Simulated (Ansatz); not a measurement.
System: C4H9O (charge 0, doublet). It need not be the lowest isomer of its formula. 
Coordinates optimised at B3LYP-D3(BJ)/def2-TZVP (Ansatz, an electronic-structure program):
```xyz
14

C     -0.1546     1.5694     0.1268
C     -0.4601     0.1184     0.2512
C     -1.7758    -0.2556    -0.4345
O      0.5459    -0.6937    -0.3490
C      1.7803    -0.6723     0.3372
H     -0.5508     2.2840     0.8348
H      0.3338     1.9350    -0.7669
H     -0.5388    -0.1446     1.3182
H     -1.7160    -0.0316    -1.5001
H     -1.9667    -1.3226    -0.3101
H     -2.6052     0.3067    -0.0047
H      2.2208     0.3308     0.3574
H      2.4519    -1.3463    -0.1923
H      1.6653    -1.0215     1.3718
```
Charge 0, spin multiplicity 2.

Atomisation energy built up term by term with Ansatz (kcal/mol; UHF references for open shells; valence terms freeze the core; atomic spin-orbit terms are left out). Basis-set limits of correlation are two-point, X^-3; Hartree-Fock from the larger set.

| term | basis | kcal/mol |
|---|---|---|
| Hartree-Fock | cc-pVQZ | ___ |
| CCSD correlation | CBS(cc-pVTZ,cc-pVQZ) | 308.04 |
| (T) | CBS(cc-pVTZ,cc-pVQZ) | ___ |
| core correlation | cc-pwCVTZ | 4.62 |
| scalar relativity (X2C) | cc-pVTZ-DK against cc-pVTZ | -1.00 |
| sum: De |  | ___ |

Complete the blanks.


- Hartree-Fock, kcal/mol: 955.16
- (T), kcal/mol: 17.88
- sum: De, kcal/mol: 1284.7
